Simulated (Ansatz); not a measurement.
La7⁺, relaxed as a singlet with RKS PBE-D4/def2-SVP in Ansatz, starting from the GFN1-xTB geometry. Force threshold 0.02 eV/Å.

In the def2 sets La takes a core potential; there is no spin–orbit coupling. The structure comes from a short search, and lower isomers may exist.

Start:

Cartesian coordinates in Å:
```
La 2.6756 -1.6396 -0.5872
La -2.7863 2.6409 0.5649
La -0.8128 0.7224 3.1051
La 2.8780 0.3553 2.5435
La 1.3118 0.0779 -3.6038
La -1.0638 -2.5225 0.3089
La -2.2024 0.3656 -2.3313
```

```json
{"step": "1", "energy (eV)": "-6005.8692", "largest force component (eV/Å)": "0.806", "SCF passes": "189"}
{"step": "2", "energy (eV)": "-6006.7014", "largest force component (eV/Å)": "0.999", "SCF passes": "161"}
{"step": "3", "energy (eV)": "-6007.5567", "largest force component (eV/Å)": "0.743", "SCF passes": "92"}
{"step": "4", "energy (eV)": "-6008.1015", "largest force component (eV/Å)": "0.453", "SCF passes": "70"}
{"step": "5", "energy (eV)": "-6008.3710", "largest force component (eV/Å)": "0.549", "SCF passes": "57"}
{"step": "6", "energy (eV)": "-6008.6485", "largest force component (eV/Å)": "0.621", "SCF passes": "71"}
{"step": "7", "energy (eV)": "-6009.0093", "largest force component (eV/Å)": "0.833", "SCF passes": "68"}
{"step": "8", "energy (eV)": "-6009.3795", "largest force component (eV/Å)": "0.874", "SCF passes": "50"}
{"step": "9", "energy (eV)": "-6009.6711", "largest force component (eV/Å)": "0.695", "SCF passes": "53"}
{"step": "10", "energy (eV)": "-6009.8821", "largest force component (eV/Å)": "0.442", "SCF passes": "53"}
{"step": "11", "energy (eV)": "-6010.0378", "largest force component (eV/Å)": "0.251", "SCF passes": "55"}
{"step": "13", "energy (eV)": "-6010.2571", "largest force component (eV/Å)": "0.223", "SCF passes": "62"}
{"step": "15", "energy (eV)": "-6010.6365", "largest force component (eV/Å)": "0.395", "SCF passes": "72"}
{"step": "17", "energy (eV)": "-6011.0741", "largest force component (eV/Å)": "0.307", "SCF passes": "59"}
{"step": "19", "energy (eV)": "-6011.3795", "largest force component (eV/Å)": "0.198", "SCF passes": "60"}
{"step": "21", "energy (eV)": "-6011.5450", "largest force component (eV/Å)": "0.214", "SCF passes": "59"}
{"step": "23", "energy (eV)": "-6011.5976", "largest force component (eV/Å)": "0.083", "SCF passes": "55"}
{"step": "25", "energy (eV)": "-6011.6052", "largest force component (eV/Å)": "0.030", "SCF passes": "44"}
{"step": "27", "energy (eV)": "-6011.6219", "largest force component (eV/Å)": "0.178", "SCF passes": "71"}
{"step": "29 (rejected)", "energy (eV)": "-6011.6154", "largest force component (eV/Å)": "0.359", "SCF passes": "61"}
{"step": "31 (rejected)", "energy (eV)": "-6011.6619", "largest force component (eV/Å)": "0.067", "SCF passes": "54"}
{"step": "33 (rejected)", "energy (eV)": "-6011.6676", "largest force component (eV/Å)": "0.047", "SCF passes": "46"}
{"step": "34", "energy (eV)": "-6011.6691", "largest force component (eV/Å)": "0.012", "SCF passes": "49"}
```

Force components are those of the run's own axes.

End:

Cartesian coordinates in Å:
```
La 2.2282 -1.9636 0.5036
La -1.4214 1.8063 0.3354
La -0.1054 -0.4100 2.7609
La 2.3237 1.6051 1.0422
La 0.8756 0.2444 -1.8007
La -1.5276 -1.7403 -0.1864
La -2.3731 0.4580 -2.6550
```

Bonds formed: La1–La3, La2–La4, La2–La5, La2–La6, La3–La5, La4–La5, La5–La6 (atoms count from 1). The end is the same structure that another start reached, the lowest one found.

No frequencies were taken in this run, so the end may be a saddle point.

Run time 6.6 min (4 threads of Intel Xeon Platinum 8259CL on a shared host), peak host memory 0.83 GiB.
